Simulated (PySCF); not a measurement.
FOS, charge -1, multiplicity 1.

```xyz
3

O      0.5737    -1.2282     0.0000
S     -0.4928    -0.1485     0.0000
F      0.3660     1.3558     0.0000
```
Charge -1, spin multiplicity 1.

Coordinates come from a PBE0-D3(BJ)/def2-TZVPD optimisation. The multiplicity is an assumed one; other spin states were not compared. The isomer is the one that the SMILES or the coordinates give; other isomers of the formula were not compared.

Calculation: PBE/pcSseg-2 in PySCF. Non-relativistic, no solvent.

Computed absolute GIAO shielding of each atom: isotropic value and principal components (ppm):
```csv
atom,σ(iso),σ11,σ22,σ33,span
O1,-159.4,-1095.5,-182.4,799.5,1895.0
S2,-930.1,-2379.4,-361.5,-49.3,2330.1
F3,408.0,-59.0,233.7,1049.4,1108.4
```
